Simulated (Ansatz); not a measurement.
Consider the formal exchange of groups at the Al–C bond: `[CH3][Al]([SiH3])[O][SiH3]` + BH₃ → `[BH2][Al]([SiH3])[O][SiH3]` + CH₄.

Gas-phase electronic energies from Ansatz, PBE0-D4/def2-TZVP geometries. CBS: MP2 limit from def2 TZ/QZ plus the TZ coupled-cluster correction, frozen cores. This one scheme is used for every species. DFT in def2-TZVPP. Each species was taken in one conformer, which may not be the lowest.

```csv
level,ΔE (eV)
PBE-D4,0.16
PBE,0.15
SCS-MP2/def2-TZVPP,0.29
HF/CBS(def2),0.25
```

Q: What does CCSD(T)/CBS give? (Best estimate.)

A: The calculation gave: +0.24 eV. The listed levels differ from it by -0.08, -0.09, 0.05, 0.01 eV.

Largest T1 diagnostic among the species: 0.013.
